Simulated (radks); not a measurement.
Task: Ni III, configuration [Ar] 3d8 (the NIST ground configuration). Calculated with a radial shooting solver on a logarithmic mesh with Libxc functionals: Dirac Kohn-Sham, LDA (Slater exchange, Perdew-Wang correlation), spin-unpolarised, spherical densities, finite nucleus; open shells are shared between the two j in proportion to 2j + 1; Fermi nuclear charge, rms radius 3.7757 fm. Some entries of the table are withheld. Estimate them.

orbital,occ.,eigenvalue (eV),<r^2> (bohr^2),r(max) (bohr)
1s1/2,2,-8213.016,0.003947,0.03546
2s1/2,2,-998.9541,0.07104,(1)
2p1/2,2,-875.0450,0.05596,0.1630
2p3/2,4,-857.5983,0.05754,0.1656
3s1/2,2,-130.2477,(2),(3)
3p1/2,2,(4),(5),(6)
3p3/2,4,(7),(8),(9)
3d3/2,3.2,-28.8568,1.217,0.6257
3d5/2,4.8,-28.6100,1.232,0.6285

Result: 
(1) 2s1/2 r(max) (bohr): 0.2050
(2) 3s1/2 <r^2> (bohr^2): 0.6368
(3) 3s1/2 r(max) (bohr): 0.6404
(4) 3p1/2 eigenvalue (eV): -92.5225
(5) 3p1/2 <r^2> (bohr^2): 0.7062
(6) 3p1/2 r(max) (bohr): 0.6420
(7) 3p3/2 eigenvalue (eV): -90.3085
(8) 3p3/2 <r^2> (bohr^2): 0.7250
(9) 3p3/2 r(max) (bohr): 0.6498
